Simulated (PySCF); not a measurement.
A calculated (PBE, PySCF 2.14, aug-cc-pVTZ with one added diffuse shell each of s, p, d, f, g type, the non-relativistic Hamiltonian (point nucleus)) atom or ion has these occupied shells.

```csv
shell,electrons,orbital energy (eV),"rms radius, mean of both spins (bohr)"
1s,2,-4403.9,0.0852
2s,2,-503.01,0.376
2p,6,-421.16,0.343
3s,2,-85.843,1.14
3p,6,-64.612,1.22
```

Problem. Name the element and its charge.

Solution. Sc³⁺ (scandium, charge +3), in [Ar], closed-shell 1S.
